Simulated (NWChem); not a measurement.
System: CH4AlClOS; SMILES C[S][Al]([OH])[Cl]

Here is an NWChem input.

```
start job
memory heap 200 mb stack 900 mb global 1100 mb
geometry units angstroms noautoz
  Al     0.365547     0.327949    -0.000236
  Cl    -0.346204     2.300829     0.001640
  O      2.024241    -0.024398    -0.002368
  H      2.746267     0.605556     0.000635
  S     -1.016693    -1.327959    -0.000527
  C      0.150441    -2.743943    -0.000924
  H      1.197172    -2.413562    -0.004635
  H     -0.042643    -3.352532    -0.894289
  H     -0.037342    -3.349137     0.895851
end
basis spherical
  * library sto-3g
end
dft
  xc hfexch
  iterations 150
  mulliken
end
task dft energy
```

Output (shortened):

```
             Northwest Computational Chemistry Package (NWChem) 7.3.0
             --------------------------------------------------------

 C1  symmetry detected

                             Geometry "geometry" -> ""
                             -------------------------

 Output coordinates in angstroms (scale by  1.889725989 to convert to a.u.)

  No.       Tag          Charge          X              Y              Z
 ---- ---------------- ---------- -------------- -------------- --------------
    1 Al                  13.0000     0.29191092     0.38959882    -0.00004076
    2 Cl                  17.0000    -0.51192979     2.32678456     0.00017616
    3 O                    8.0000     1.96535453     0.11572874    -0.00068601
    4 H                    1.0000     2.65692090     0.77897699     0.00252509
    5 S                   16.0000    -1.01084040    -1.32954561    -0.00047794
    6 C                    6.0000     0.22165999    -2.68901378     0.00082594
    7 H                    1.0000     1.25167967    -2.30972351    -0.00225666
    8 H                    1.0000     0.05815796    -3.30648536    -0.89234760
    9 H                    1.0000     0.06185614    -3.30190775     0.89779380

 Effective nuclear repulsion energy (a.u.)     327.5328045605

  xc_inp: hfexch multiplicative factor not found.

                                 NWChem DFT Module
                                 -----------------

 Summary of "ao basis" -> "ao basis" (spherical)
 ------------------------------------------------------------------------------
       Tag                 Description            Shells   Functions and Types
 ---------------- ------------------------------  ------  ---------------------
 Al                          sto-3g                  5        9   3s2p
 Cl                          sto-3g                  5        9   3s2p
 O                           sto-3g                  3        5   2s1p
 H                           sto-3g                  1        1   1s
 S                           sto-3g                  5        9   3s2p
 C                           sto-3g                  3        5   2s1p

            General Information
            -------------------
          SCF calculation type: DFT
          Wavefunction type:  closed shell.
          No. of atoms     :     9
          No. of electrons :    64
           Alpha electrons :    32
            Beta electrons :    32
          Charge           :     0
          Spin multiplicity:     1
          Use of symmetry is: off; symmetry adaption is: off
          Maximum number of iterations: 150
          AO basis - number of functions:    41
                     number of shells:    25
          Convergence on energy requested:  1.00D-06
          Convergence on density requested:  1.00D-05
          Convergence on gradient requested:  5.00D-04

              XC Information
              --------------
                     Hartree-Fock (Exact) Exchange  1.000

      Superposition of Atomic Density Guess
      -------------------------------------

 Sum of atomic energies:       -1199.35162188

      Non-variational initial energy
      ------------------------------

 Total energy =   -1199.396242
 1-e energy   =   -2324.188075
 2-e energy   =     797.259028
 HOMO         =      -0.106228
 LUMO         =       0.242164

     ---------------------------------------------
      Total Density - Mulliken Population Analysis
     ---------------------------------------------

    Atom       Charge   Shell Charges
 -----------   ------   -------------------------------------------------------
    1 Al  13    11.42   2.00  1.98  5.77  0.85  0.82
    2 Cl  17    17.69   2.00  2.00  5.99  1.98  5.72
    3 O    8     8.92   2.00  1.83  5.09
    4 H    1     0.64   0.64
    5 S   16    16.45   2.00  2.00  5.97  1.87  4.61
    6 C    6     6.01   1.99  1.31  2.71
    7 H    1     0.95   0.95
    8 H    1     0.96   0.96
    9 H    1     0.96   0.96

   convergence    iter        energy       DeltaE   RMS-Dens  Diis-err
 ---------------- ----- ----------------- --------- --------- ---------
 d= 0,ls=0.0,diis     1  -1200.4051526798 -1.53D+03  2.55D-02  5.47D-01
 d= 0,ls=0.0,diis     2  -1200.5123222336 -1.07D-01  5.81D-03  4.42D-02
 d= 0,ls=0.0,diis     3  -1200.5200933678 -7.77D-03  1.56D-03  1.32D-03
 d= 0,ls=0.0,diis     4  -1200.5204784037 -3.85D-04  1.97D-04  2.49D-05
 d= 0,ls=0.0,diis     5  -1200.5204855894 -7.19D-06  6.17D-05  1.51D-06
 d= 0,ls=0.0,diis     6  -1200.5204861493 -5.60D-07  1.76D-05  1.01D-07
 d= 0,ls=0.0,diis     7  -1200.5204861917 -4.24D-08  5.24D-06  7.00D-09

         Total DFT energy =    -1200.520486191699
      One electron energy =    -2322.844171003096
           Coulomb energy =      881.061733920354
    Exchange-Corr. energy =      -86.270853669507
 Nuclear repulsion energy =      327.532804560549

 Numeric. integr. density =        0.000000000000

                       DFT Final Molecular Orbital Analysis
                       ------------------------------------

 Vector   30  Occ=2.000000D+00  E=-3.581094D-01
              MO Center=  7.2D-01,  1.1D+00,  7.1D-05, r^2= 3.7D+00
   Bfn.  Coefficient  Atom+Function         Bfn.  Coefficient  Atom+Function
  ----- ------------  ---------------      ----- ------------  ---------------
    16      0.683108  2 Cl px                22     -0.574194  3 O  py
    21      0.338288  3 O  px                20      0.201207  3 O  s
    12     -0.184713  2 Cl px                17     -0.175208  2 Cl py
     6     -0.106490  1 Al s                  7     -0.103943  1 Al px
    24     -0.079557  4 H  s                 31     -0.071120  5 S  px

 Vector   31  Occ=2.000000D+00  E=-3.058272D-01
              MO Center= -7.7D-01, -9.4D-01, -4.9D-04, r^2= 3.0D+00
   Bfn.  Coefficient  Atom+Function         Bfn.  Coefficient  Atom+Function
  ----- ------------  ---------------      ----- ------------  ---------------
    31      0.678268  5 S  px                30     -0.357476  5 S  s
    32      0.309142  5 S  py                17      0.271269  2 Cl py
     6      0.241756  1 Al s                  8     -0.234857  1 Al py
    27     -0.215769  5 S  px                39     -0.177669  7 H  s
    36     -0.162169  6 C  px                21      0.154656  3 O  px

 Vector   32  Occ=2.000000D+00  E=-2.576834D-01
              MO Center= -8.7D-01, -1.3D+00, -2.6D-04, r^2= 1.6D+00
   Bfn.  Coefficient  Atom+Function         Bfn.  Coefficient  Atom+Function
  ----- ------------  ---------------      ----- ------------  ---------------
    33      0.987874  5 S  pz                29     -0.300423  5 S  pz
    23     -0.152826  3 O  pz                40      0.145188  8 H  s
    41     -0.145754  9 H  s                  9      0.124284  1 Al pz
    38     -0.095483  6 C  pz                18     -0.094115  2 Cl pz
     5     -0.054350  1 Al pz

 Vector   33  Occ=0.000000D+00  E= 3.042677D-01
              MO Center=  4.4D-02,  3.3D-01,  3.0D-03, r^2= 2.9D+00
   Bfn.  Coefficient  Atom+Function         Bfn.  Coefficient  Atom+Function
  ----- ------------  ---------------      ----- ------------  ---------------
     6      1.066749  1 Al s                 17      0.503832  2 Cl py
    32     -0.412662  5 S  py                31     -0.407941  5 S  px
    20     -0.329988  3 O  s                 30     -0.313517  5 S  s
     2     -0.303873  1 Al s                 15     -0.285189  2 Cl s
    21      0.252616  3 O  px                22     -0.199140  3 O  py

 Vector   34  Occ=0.000000D+00  E= 3.135812D-01
              MO Center=  3.0D-01,  3.5D-01, -3.1D-03, r^2= 1.8D+00
   Bfn.  Coefficient  Atom+Function         Bfn.  Coefficient  Atom+Function
  ----- ------------  ---------------      ----- ------------  ---------------
     9      1.030424  1 Al pz                 5     -0.395396  1 Al pz
    23     -0.301032  3 O  pz                33     -0.260884  5 S  pz
    18     -0.218532  2 Cl pz                29      0.073503  5 S  pz
    14      0.053783  2 Cl pz                41      0.025465  9 H  s

 Vector   35  Occ=0.000000D+00  E= 4.388997D-01
              MO Center= -2.3D-01, -1.5D+00,  1.1D-04, r^2= 2.5D+00
   Bfn.  Coefficient  Atom+Function         Bfn.  Coefficient  Atom+Function
  ----- ------------  ---------------      ----- ------------  ---------------
    32      0.702074  5 S  py                35      0.611223  6 C  s
    37      0.597701  6 C  py                31     -0.479477  5 S  px
    36     -0.418935  6 C  px                30     -0.353948  5 S  s
     8      0.310310  1 Al py                 7     -0.284949  1 Al px
    20      0.281973  3 O  s                 24     -0.202115  4 H  s

     ---------------------------------------------
      Total Density - Mulliken Population Analysis
     ---------------------------------------------

    Atom       Charge   Shell Charges
 -----------   ------   -------------------------------------------------------
    1 Al  13    11.96   2.00  1.98  5.81  0.90  1.27
    2 Cl  17    17.50   2.00  2.00  5.99  1.99  5.52
    3 O    8     8.53   2.00  1.81  4.72
    4 H    1     0.83   0.83
    5 S   16    16.12   2.00  2.00  5.96  1.88  4.28
    6 C    6     6.26   1.99  1.24  3.03
    7 H    1     0.93   0.93
    8 H    1     0.94   0.94
    9 H    1     0.94   0.94

     -------------------------------------------
      Total Density - Lowdin Population Analysis
     -------------------------------------------

    Atom       Charge   Shell Charges
 -----------   ------   -------------------------------------------------------
    1 Al  13    12.17   2.00  1.96  5.72  0.94  1.55
    2 Cl  17    17.41   2.00  2.00  5.99  1.93  5.50
    3 O    8     8.40   2.00  1.66  4.74
    4 H    1     0.88   0.88
    5 S   16    16.07   2.00  2.00  5.94  1.81  4.32
    6 C    6     6.17   1.99  1.07  3.11
    7 H    1     0.96   0.96
    8 H    1     0.97   0.97
    9 H    1     0.97   0.97

[...]
```

Level: Hartree-Fock/STO-3G. Coordinates come from a PBE0/def2-SVP optimisation.
